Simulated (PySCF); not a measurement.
C5H5, SMILES C1=[C]CC=C1 (connectivity only; charge and spin as stated), charge +1, multiplicity 1. Geometry optimised at PBE0-D3(BJ)/def2-SVP. The multiplicity is an assumed one; other spin states were not compared. The isomer is the one that the SMILES or the coordinates give; other isomers of the formula were not compared. Other conformers were not sampled.

Level of theory: PySCF with PBE0-D3(BJ)/def2-SVP.

Harmonic wavenumbers (cm⁻¹): 336, 433, 515, 619, 749, 867, 914, 929, 947, 1011, 1067, 1077, 1133, 1177, 1209, 1332, 1383, 1494, 1699, 3091, 3173, 3215, 3230, 3282. Rotational constants (GHz): 10.59, 7.611, 4.689; symmetry number 1.

**Question.** Work out the zero-point energy and the ideal-gas rigid-rotor harmonic-oscillator thermochemistry at 298.15 K and 1 atm.

**Answer.** ZPE = ½ Σ hcν = ½ × 34883 cm⁻¹ = 208.64 kJ/mol. H − E(el) = 222.47 kJ/mol. Entropy in J/(mol K): translation 160.83, rotation 101.49, vibration 18.12, total 280.44. G − E(el) = 138.86 kJ/mol. Cp = 74.60 J/(mol K).
